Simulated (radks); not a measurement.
Ge XXVII, configuration [He] 2s2 2p2.

Method: Dirac Kohn-Sham, PBE, spin-unpolarised, spherical densities, point nucleus; open shells fill j = l - 1/2 first; computed with a radial shooting solver on a logarithmic mesh with Libxc functionals.

Energy parts (eV):
| part | energy |
|---|---|
| total | -39591.293 |
| kinetic | 40759.322 |
| electron-nucleus | -83099.641 |
| Hartree | 3676.063 |
| exchange-correlation | -927.038 |

Orbitals (lengths in bohr, moments of r in powers of bohr):
| orbital | occ. | eigenvalue (eV) | <r> | <1/r> |
|---|---|---|---|---|
| 1s1/2 | 2 | -12639.64 | 0.04682 | 32.47 |
| 2s1/2 | 2 | -2772.923 | 0.1970 | 7.656 |
| 2p1/2 | 2 | -2675.684 | 0.1675 | 7.593 |
| 2p3/2 | 0 | -2637.873 | 0.1706 | 7.392 |
| 3s1/2 | 0 | -1155.378 | 0.4632 | 3.233 |
| 3p1/2 | 0 | -1123.885 | 0.4388 | 3.199 |
| 3p3/2 | 0 | -1113.609 | 0.4432 | 3.144 |

The highest occupied level is 2p1/2 at -2675.7 eV. For comparison, the ionisation energy in NIST's Atomic Spectra Database is 2737 eV (semi-empirical). In exact Kohn-Sham theory the highest level is minus the ionisation energy, but local and semilocal functionals leave it too shallow, through self-interaction and a potential that decays too fast; potentials with the right tail come closer. Summed over all electrons, <r^2> = 0.1649 bohr^2, which gives a Langevin (diamagnetic) susceptibility term of -0.131 x 10^-6 cm^3/mol. The density falls to 0.001 e/bohr^3 at r = 0.65 bohr.

Beside tabulated values, note that spin-unpolarised runs miss the spin-polarisation part of the exchange energy of open shells.
